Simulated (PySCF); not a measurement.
Si(CF3)(Cl)(H)2, SMILES FC(F)([SiH2]Cl)F, PBE0/def2-SVP optimised geometry.

```
8

Si    -1.00    -0.09     0.00
Cl    -1.66    -1.04    -1.70
C      0.93    -0.09     0.00
F      1.45     0.55    -1.06
F      1.44    -1.33     0.01
F      1.37     0.54     1.10
H     -1.45     1.33     0.00
H     -1.44    -0.83     1.21
```

Density from PBE0/def2-TZVP (PySCF) at that geometry.

Minimum of the electron density along straight lines between bonded atoms, close to the bond critical point (lines longer than 1.1 times the sum of covalent radii, or with two minima, are not listed):

```
bond     length / Å  ρ at the minimum / e bohr⁻³  ∇²ρ there / e bohr⁻⁵  position (fraction from the first atom)
-------  ----------  ---------------------------  --------------------  ---------------------------------------
Si1–Cl2       2.055                            ?                     ?                                     0.36
Si1–C3        1.931                        0.118                     ?                                     0.38
C3–F4         1.337                        0.284                 -0.37                                     0.34
C3–F5         1.337                        0.284                 -0.37                                     0.34
C3–F6         1.345                        0.279                 -0.37                                     0.34
Si1–H7        1.484                        0.125                  0.13                                     0.49
Si1–H8        1.484                        0.125                  0.13                                     0.49
```

**Question.** Fill in the missing entries.

**Answer.** 
- Si1–Cl2, ρ at the minimum / e bohr⁻³: 0.099
- Si1–Cl2, ∇²ρ there / e bohr⁻⁵: 0.22
- Si1–C3, ∇²ρ there / e bohr⁻⁵: 0.16
